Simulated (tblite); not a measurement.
Species: C4H7FO2Si.
Cartesian coordinates in Å at the GFN2-xTB level; atoms count from 1:
```xyz
15
C4H7FO2Si angstrom
C      2.2464   -0.3922   -0.1675
C      0.7681   -0.1750   -0.0986
C      0.1697    1.0085   -0.1972
F      0.9171    2.1329   -0.3850
C     -1.2988    1.2916   -0.1032
O     -2.0196    0.2592    0.5083
Si    -1.5594   -1.2999    0.4234
O      0.0446   -1.3119    0.0720
H      2.7595    0.5471   -0.3468
H      2.5952   -0.8265    0.7678
H      2.4737   -1.0940   -0.9676
H     -1.7118    1.4783   -1.1057
H     -1.4428    2.1999    0.4955
H     -2.1889   -2.0048   -0.6847
H     -1.7574   -1.8052    1.7673
```

Level: GFN2-xTB in tblite, geometry and Hessian alike; calculated harmonic values, unscaled, isolated species. Against measured fundamentals such values can be off by several per cent, at times by over 20. Modes of hydrogen on silicon can be 10 to 20 % off. One conformer, not necessarily the lowest.

Harmonic wavenumbers (cm⁻¹): 58.8, 90.9, 102.9, 176.6, 263.4, 328.0, 337.6, 385.7, 426.9, 470.2, 536.5, 600.9, 627.6, 677.4, 720.8, 796.9, 807.8, 842.7, 967.6, 1018.0, 1033.4, 1102.0, 1132.8, 1170.8, 1202.5, 1260.0, 1325.2, 1391.7, 1449.5, 1460.9, 1466.4, 1755.6, 2320.9, 2389.4, 2859.0, 2918.5, 3015.5, 3029.6, 3068.3.

A = 2721, B = 1595, C = 1038 MHz; mass 134.020 u (most abundant isotopes); point group C1, symmetry number 1.

What is the zero-point energy?

Half the sum of the wavenumbers: 22795 cm⁻¹ = 272.68 kJ/mol.

Give the ideal-gas entropy at 273.15 K and 1 bar in the rigid-rotor, harmonic-oscillator model (classical rotation).

Translation 168.12, rotation 118.81, vibration 90.65: S = 377.6 J/(mol K).

And Cp and H(273.15 K) − H(0)?

Cp = 134.81 J/(mol K), of which vibrations give 101.55 (their classical limit is 39 R = 324.3); H(273.15 K) − H(0) = 22.64 kJ/mol without the zero-point energy, 13.56 from vibrations.

What must be added to the electronic energy to get the Gibbs energy at 273.15 K and 1 bar?

ZPE + [H(273.15 K) − H(0)] − T·S = 272.68 + 22.64 − 103.14 = 192.18 kJ/mol.

How do the functions run with temperature in this model?

```
 T (K)  S (J/(mol K))  Cp (J/(mol K))  H − H(0) (kJ/mol)  G − H(0) (kJ/mol)  ln q(vib)
   150          312.1            87.9               8.90             -37.92       2.29
   250          366.0           126.2              19.62             -71.89       4.43
298.15          389.8           143.9              26.12             -90.09       5.48
   400          436.9           177.5              42.54            -132.22       7.72
   600          518.8           226.7              83.30            -228.01      12.05
   900          620.2           272.1             158.75            -399.44      18.10
```

q(vib) and H(0) count from the zero-point level.

Blend soft modes into free rotors: weight 1/[1 + (100 cm⁻¹/ν̃)⁴] for the oscillator and the rest for a rotor with moment μB/(μ + B), μ = h/(8π²ν), B = 10⁻⁴⁴ kg m². What vibrational entropy results?

84.42 J/(mol K) in place of 90.65, which changes −T·S at 273.15 K by +1.70 kJ/mol.

Hindered rotation and anharmonicity are outside this model. Other conformers, if any are populated, would add a mixing term that is left out. The structure is chiral; the term R ln 2 for an equal mix with its mirror image is left out.
